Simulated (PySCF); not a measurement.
H2O2Zn, SMILES [OH][Zn][OH].

Geometry: PBE0-D3(BJ)/def2-TZVP. The isomer is the one that the SMILES or the coordinates give; other isomers of the formula were not compared. Other conformers were not sampled.

Computed with TDA-ωB97X/def2-SVPD run with PySCF 2.14.0.

Vertical excitations. Gas-phase values at a fixed geometry. State labels are in the subgroup C2.

| state | symmetry | energy (eV) | λ (nm) | f | main pairs |
|---|---|---|---|---|---|
| S1 | A | 6.15 | 202 | 0.027 | HOMO→LUMO 90 % |
| S2 | B | 6.20 | 200 | 0.040 | HOMO−1→LUMO 87 % |
| S3 | B | 7.14 | 174 | 0.123 | HOMO−2→LUMO 76 % |
| S4 | A | 7.39 | 168 | 0.063 | HOMO−3→LUMO 71 %, HOMO−1→LUMO+1 14 % |
| S5 | A | 7.84 | 158 | 0.006 | HOMO−1→LUMO+1 46 %, HOMO→LUMO+2 43 % |
| S6 | B | 7.85 | 158 | 0.001 | HOMO→LUMO+1 49 %, HOMO−1→LUMO+2 42 % |
| S7 | A | 8.13 | 152 | 0.000 | HOMO→LUMO+2 42 %, HOMO−1→LUMO+1 28 %, HOMO−3→LUMO 9 %, HOMO−2→LUMO+1 9 % |
| S8 | B | 8.50 | 146 | 0.135 | HOMO−1→LUMO+2 27 %, HOMO→LUMO+1 26 %, HOMO−2→LUMO+2 12 %, HOMO→LUMO+3 10 % |
| S9 | B | 8.61 | 144 | 0.007 | HOMO−2→LUMO+2 81 % |
| S10 | A | 8.67 | 143 | 0.006 | HOMO−2→LUMO+1 71 % |
| T1 | B | 5.80 | 214 | 0 | HOMO−1→LUMO 87 % |
| T2 | A | 5.80 | 214 | 0 | HOMO→LUMO 87 % |
| T3 | B | 6.42 | 193 | 0 | HOMO−2→LUMO 86 % |
| T4 | A | 6.81 | 182 | 0 | HOMO−3→LUMO 84 % |
Triplets are in the Tamm–Dancoff approximation.
